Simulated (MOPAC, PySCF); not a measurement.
H3GaOS2, SMILES `[OH][Ga]([SH])[SH]`, neutral singlet in the gas phase. 

Cartesian coordinates (Å):
SMILES: [OH][Ga]([SH])[SH]
```xyz
7

O     -1.5319    -0.9866    -0.0896
Ga     0.0077    -0.0750     0.0044
S      1.9392    -1.1489     0.0775
S     -0.1619     2.1203     0.0409
H     -1.4310    -1.9436    -0.1078
H      2.6635    -0.0182     0.1399
H     -1.5049     2.0750    -0.0279
```
Charge 0, spin multiplicity 1.

All levels are single points at this geometry (B3LYP-D3(BJ)/def2-TZVP); Pople sets use spherical d functions. Orbital energies aren't observables, and empty levels follow the basis.

```tsv
level	HOMO (eV)	LUMO (eV)	gap (eV)	dipole (D)	vertical IE, Delta-SCF (eV)
B3LYP-D3(BJ)/def2-TZVP in PySCF	-7.41	-1.25	6.16	0.58	9.58
PBE-D3(BJ)/def2-TZVP in PySCF	-6.44	-1.85	4.59	0.53	–
B3LYP/6-31G* in PySCF	-7.33	-1.28	6.05	0.54	9.55
B3LYP/LANL2DZ in PySCF	-7.60	-1.29	6.31	0.66	–
M06-2X/6-31G* in PySCF	-8.77	-0.19	8.58	0.60	–
SVWN5/6-31G* in PySCF	-6.45	-2.10	4.35	0.50	–
HF/3-21G in PySCF	-10.74	1.99	12.72	1.07	–
PM6 in MOPAC	-9.71	-1.55	8.15	0.67	–
PM7 in MOPAC	-9.74	-1.26	8.49	0.36	–
```
